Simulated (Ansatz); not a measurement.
`[SiH3][O][GaH2]` + `[CH3]`• → `[SiH3][O][GaH]`• + CH₄ at 600 K and 1 bar (hydrogen abstraction from a Ga–H bond).

Gas-phase electronic energies from Ansatz, PBE0-D4/def2-TZVP geometries. CCSD(T)/CBS is the MP2 limit (def2-TZVPP, def2-QZVPP) plus CCSD(T) − MP2 in def2-TZVPP, frozen cores. This one scheme is used for every species. Open shells (•) are unrestricted, without spin–orbit coupling. For Ga outer-core shells are correlated without core-valence functions, which leaves a few kJ/mol of doubt a bond. Scalar relativity is left out up to krypton.

| species | CCSD(T)/CBS energy (Eh) | H − E (kJ/mol) | S (J/(mol·K)) |
| --- | --- | --- | --- |
| `[SiH3][O][GaH2]` | -2291.24790 | 163.6 | 406.9 |
| `[CH3]`• | -39.78218 | 101.9 | 224.9 |
| `[SiH3][O][GaH]`• | -2290.61074 | 137.8 | 404.1 |
| CH₄ | -40.46206 | 140.4 | 215.7 |

H − E and S are ideal-gas, rigid-rotor, harmonic terms from PBE0-D4/def2-TZVP, with the whole ground term of open shells counted as degenerate. 1 Eh = 2625.50 kJ/mol, R = 8.31446 J/(mol·K).

Task: By hand: ΔE, ΔH, ΔS and ΔG.

Result: ΔE = (-2290.61074) + (-40.46206) − (-2291.24790) − (-39.78218) = -0.04272 Eh = -112.2 kJ/mol. Δ(H − E) = 137.8 + 140.4 − 163.6 − 101.9 = 12.7, so ΔH = -99.5 kJ/mol. ΔS = 404.1 + 215.7 − 406.9 − 224.9 = -12.0 J/(mol·K). ΔG = -99.5 − 600 × (-12.0)/1000 = -92.3 kJ/mol.

Task: By hand: the equilibrium constant, and the temperature at which ΔG would vanish if ΔH and ΔS stayed fixed.

Result: log₁₀ K = −ΔG/(RT ln 10) = 8.0. ΔG = 0 at ΔH/ΔS = 8292 K, far beyond where these terms or the molecules hold.

The number of gas molecules stays the same, so ΔS is small and ΔH decides. A doubt of 5 kJ/mol in ΔE shifts log₁₀ K by 0.4 here. Modes under 60 cm⁻¹, often nearly free rotors, make the harmonic entropy too high. These are equilibria of isolated gas molecules and say nothing of rates. Largest T1 diagnostic: 0.016 (customary marks: 0.02 for closed shells, 0.045 for open ones).
